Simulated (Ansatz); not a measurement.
C$_{5}$H$_{11}$FHfN$_{2}$Si, SMILES `[NH2][Hf]1234([NH2])([F])[C@@H]5[C@H]1[C@H]2[C@@]3([SiH3])[C@@H]54` at its PBE0-D4/def2-TZVP geometry, where that method's forces vanish. Total charge 0; spin multiplicity 1. Hf: def2 effective core potential.

```xyz
21

N     1.6828    1.2557   -1.4784
Hf    1.0965   -0.1619   -0.1332
N     2.0395   -1.8240   -0.8465
F     1.9496    0.4738    1.4797
C    -0.7973   -1.8378    0.4595
C    -1.0675   -1.3427   -0.8390
C    -1.3230    0.0349   -0.7338
C    -1.2002    0.4182    0.6349
Si   -1.4387    2.1124    1.3617
C    -0.8917   -0.7662    1.3595
H     1.8051    2.2369   -1.2687
H     1.7921    1.1218   -2.4732
H     1.7175   -2.7728   -0.9498
H     3.0224   -1.7858   -1.0853
H    -0.5494   -2.8588    0.7111
H    -1.0638   -1.9202   -1.7521
H    -1.5519    0.6992   -1.5545
H    -0.4900    3.0883    0.7587
H    -2.8193    2.5998    1.1002
H    -1.2066    2.0423    2.8257
H    -0.7061   -0.8131    2.4233
```

Q: What forces (eV/Å) does ωB97M-V/def2-TZVPP give on these atoms in Ansatz 0.2.0? (Best estimate.)

A: Computed: 
```
N1   0.022  0.053 -0.034
Hf2 -0.038 -0.048  0.040
N3   0.062 -0.035 -0.014
F4   0.007  0.032  0.049
C5   0.040 -0.128  0.043
C6  -0.020 -0.053 -0.136
C7  -0.086  0.051 -0.074
C8  -0.007  0.067  0.025
Si9 -0.053  0.184  0.078
C10  0.006 -0.001  0.119
H11  0.014  0.000 -0.033
H12  0.006  0.034  0.002
H13  0.025 -0.003 -0.007
H14 -0.015 -0.043 -0.011
H15 -0.016  0.070 -0.018
H16 -0.001  0.039  0.063
H17  0.015 -0.041  0.047
H18 -0.096 -0.117  0.062
H19  0.167 -0.061  0.032
H20 -0.021 -0.003 -0.168
H21 -0.011  0.003 -0.064
```
